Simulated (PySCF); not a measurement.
**Ru²⁺: excitation energy**

Ru²⁺ [Kr] 4d6 (5D) → Ru²⁺ [Kr] 4d5 5s1 (7S), as a difference of total energies. Calculation: PySCF 2.14, in aug-cc-pVTZ-PP with one added diffuse shell each of s, p, d, f, g type with ECP28MDF (7s7p6d4f3g, 113 functions); scalar relativity through the core potential. Correlated levels: valence: 4s2 4p6 frozen. The calculations carry no spin-orbit coupling.

```json
{"method": "UHF", "excitation energy (eV)": "2.436"}
{"method": "LDA", "excitation energy (eV)": "2.719"}
{"method": "PBE", "excitation energy (eV)": "2.899"}
{"method": "PBE0", "excitation energy (eV)": "3.011"}
{"method": "r2SCAN", "excitation energy (eV)": "2.458"}
{"method": "PW91", "excitation energy (eV)": "2.917"}
{"method": "M06", "excitation energy (eV)": "3.952"}
{"method": "r2SCAN0", "excitation energy (eV)": "2.663"}
{"method": "MP2 (valence)", "excitation energy (eV)": "3.076"}
{"method": "SCS-MP2 (valence)", "excitation energy (eV)": "3.732"}
```

Problem. How much does correlation contribute at MP2 (valence)?

Solution. 3.076 − (2.436) = 0.640 eV, measured against UHF.
